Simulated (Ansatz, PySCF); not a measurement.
C3H7BO2, SMILES C[C@@H]1COB1O. Atoms are numbered in the order given.

```xyz
13

C     -1.6478    -1.0648     0.5215
C     -0.5715     0.0041     0.6895
C     -0.6732     1.2664    -0.2033
O      0.6215     1.0638    -0.8411
B      0.8061    -0.0874    -0.1171
O      1.8844    -0.8953    -0.2216
H     -1.3791    -1.9905     1.0564
H     -1.7903    -1.3300    -0.5393
H     -2.6244    -0.7335     0.9136
H     -0.4456     0.2666     1.7534
H     -0.6981     2.2331     0.3250
H     -1.4820     1.2362    -0.9526
H      1.8438    -1.6587     0.3656
```
Charge 0, spin multiplicity 1.

Geometry: B3LYP-D3(BJ)/def2-SVP. The structure was generated by enumeration; whether it is a known compound was not checked. One conformer was computed; it need not be the lowest.

Two levels are set side by side: PBE-D3(BJ)/def2-SVP (Ansatz, a program for electronic structure) and B3LYP-D3(BJ)/def2-SVP (Ansatz). Each level has its own optimised geometry; the coordinates shown are those of the second. Frequencies come from the Hessian of PySCF at each geometry. Differences are taken from unrounded values.

| quantity | B3LYP-D3(BJ) | PBE-D3(BJ) | PBE-D3(BJ) minus B3LYP-D3(BJ) |
|---|---|---|---|
| mean bond length (Å) | 1.264 | 1.271 | 0.007 |
| bond C1–C2 (Å) | 1.526 | 1.527 | 0.001 |
| bond C2–C3 (Å) | 1.550 | 1.551 | 0.001 |
| bond C2–B5 (Å) | 1.599 | 1.602 | 0.003 |
| bond C3–O4 (Å) | 1.457 | 1.464 | 0.007 |
| bond O4–B5 (Å) | 1.372 | 1.384 | 0.011 |
| bond B5–O6 (Å) | 1.351 | 1.361 | 0.009 |
| bond C1–H7 (Å) | 1.102 | 1.110 | 0.007 |
| bond C1–H8 (Å) | 1.103 | 1.110 | 0.007 |
| bond C1–H9 (Å) | 1.103 | 1.111 | 0.008 |
| bond C2–H10 (Å) | 1.103 | 1.111 | 0.008 |
| bond C3–H11 (Å) | 1.102 | 1.111 | 0.009 |
| bond C3–H12 (Å) | 1.103 | 1.112 | 0.009 |
| bond O6–H13 (Å) | 0.964 | 0.972 | 0.008 |
| highest harmonic wavenumber (cm⁻¹) | 3880 | 3775 | -105 |
| mean harmonic wavenumber (cm⁻¹) | 1414 | 1377 | -37 |
| zero-point energy (kcal/mol) | 66.72 | 64.97 | -1.76 |

Exact exchange shortens and stiffens bonds; PBE has none. Differences between two approximate levels are no errors against the true value.
